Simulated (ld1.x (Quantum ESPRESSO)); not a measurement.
# Bi (Z = 83): one change to a TM potential, before and after

ld1.x (Quantum ESPRESSO) 7.5 input, shortened:

```
&input
   title='Bi', zed=83., rel=1, dft='PZ', iswitch=3,
   config='[Xe] 4f14 5d10 6s2 6p2 6d-2'
 /
 &inputp
   pseudotype=2, tm=.true., lloc=0,
   nlcc=.true., new_core_ps=.true., rcore=1.45
 /
3
6P  2  1   2.00   0.00  1.95  1.95  0.0
6D  3  2  -2.00   0.15  1.55  1.55  0.0
6S  1  0   2.00   0.00  1.85  1.85  0.0
 &test
   configts(1)='6s2 6p2'
 /
```

Change: all radii but the core radius scaled by about 0.82 (s 1.52, p 1.60, d 1.28 bohr).

Cutoffs: the cutoffs (Ry, on a coarse ladder) from which the occupation-weighted sum of valence levels, in a spherical-Bessel basis at the reference potential, stays within 10 and 1 mRy of its value at 400 Ry; they do not see the model core or the augmentation charge, which bear on the density cutoff. Errors are all-electron minus pseudo energies relative to the spin-unpolarised reference configuration.

How do hardness, ghosts and transferability respond?

The potential gets harder (30 Ry and 55 Ry → 100 Ry and 160 Ry); a bound ghost appears in d, p, which as a rule spoils a file; of the 9 tests that both files solve, the error grows in 3 and shrinks in 0 by more than 15 % and 0.3 meV (median size 9.2 → 12.5 meV). A smaller radius makes the pseudo-wave follow the all-electron one further in, where it bends more sharply, so more plane waves are needed. That the errors move this way runs against the usual rule that smaller radii transfer better.

| quantity | base | changed |
| --- | --- | --- |
| cutoff, loose | 30 Ry | 100 Ry |
| cutoff, tight | 55 Ry | 160 Ry |
| loose cutoff by channel (10 mRy a level) | p 21 Ry, s 21 Ry | p 90 Ry, s 35 Ry |
| bound ghosts | none | p, d |
| error for 6s2 6p3, meV [ΔE -8.15 eV] | -3.5 | -4.9 |
| error for 6s2 6p1, meV [ΔE 15.57 eV] | -30 | -34 |
| error for 6s2 6p0, meV [ΔE 39.28 eV] | -164 | -182 |
| error for 6s1 6p3, meV [ΔE 10.90 eV] | -26 | -24 |
| error for 6s0 6p5, meV [ΔE 12.57 eV] | -58 | -56 |
| error for 6s2 6p2.5, meV [ΔE -4.95 eV] | -0.3 | -0.8 |
| error for 6s1 6p4, meV [ΔE 2.02 eV] | -7.8 | -8.4 |
| error for 6s2 6p2 (spin-polarised), meV [ΔE -0.55 eV] | -5.4 | -6.1 |
| error for 6s2 6p3 (spin-polarised), meV [ΔE -9.18 eV] | -9.2 | -12 |

 A true bound ghost makes a file unfit for plane-wave use even where its test errors are small: the radial tests pick states by their node count and pass the ghost by.
